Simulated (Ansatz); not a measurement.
A calculation with Ansatz (development build ahead of 0.2.0).

```yaml
crystal:
  periodic: [false, false, false]
  atoms:
    - { symbol: Co, position_ang: [0.0, 0.0, 0.0] }
    - { symbol: "N", position_ang: [0.0, 1.7031, 0.6199] }
    - { symbol: "N", position_ang: [0.0, -1.7031, 0.6199] }
basis:
  gaussian: { orbitals: pcseg-2 }
magnetization:
  spin_polarized: true
  initial_magnetization: 1
hamiltonian:
  xc: pbe
```

The input is written out in the form of the current development build from the run's settings.

Results

- Converged: yes
- Total energy: -1491.79708 hartree
- Spin squared of the determinant: 2.469
- Stability test: minimum

Caution: another spin multiplicity may lie lower; the unrestricted determinant is a mixture of spin states.
